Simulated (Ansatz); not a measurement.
Cartesian coordinates in Å:
```
O 0.307 0.891 -0.553
K -0.307 -0.891 0.553
```

Total charge 0; spin multiplicity 2.

**Question.** List the PBE0/def2-TZVPP orbital energies in eV (Ansatz). (Best estimate.)

**Answer.** Computed: α occupied: -3536.99, -519.52, -361.29, -288.16, -288.16, -288.16, -38.01, -22.70, -20.49, -20.49, -19.79, -7.37, -5.44, -5.44. α empty: -1.07, 0.73, 0.73, 1.05, 1.49, 2.42, 2.42, 3.31. β occupied: -3536.97, -518.82, -361.28, -288.16, -288.16, -288.13, -37.95, -21.23, -20.47, -20.47, -18.77, -4.72, -4.72. β empty: -1.15, -0.09, 0.75, 0.75, 1.16, 1.57, 2.40, 2.40. ⟨S²⟩ = 0.755.
